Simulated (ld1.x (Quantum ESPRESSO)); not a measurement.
## Zr: TM pseudisation with LDA (PZ), fully relativistic reference atom.

Zr (Z = 40), norm-conserving Troullier–Martins (Kleinman–Bylander form), made with ld1.x (Quantum ESPRESSO) 7.5 (LDA (PZ), fully relativistic). Core [Ar] 3d10, reference 4s2 4p6 4d2 5s2 5p0. Waves: 4p (bound): rc 1.25 bohr; 4d (bound): rc 2.40 bohr; 4s (bound): rc 1.35 bohr. Local part: the s channel. Core correction: none.

Open shells are filled in proportion to 2j + 1 (rel_dist='average').

Occupied shells without a wave of their own: 5s. They enter only through the test configuration that unscreens the potential.

Calculated quality:

- Largest excitation error: -537 meV (all-electron minus pseudo) for 4s2 4p6 4d0 5s0 5p0, out of 7 test configurations

A Bessel basis up to 400 Ry misses an occupied level by 0.07 Ry, so cutoffs and ghosts were not judged.

Generation and tests took about 1.6 s on one core of a shared server CPU.
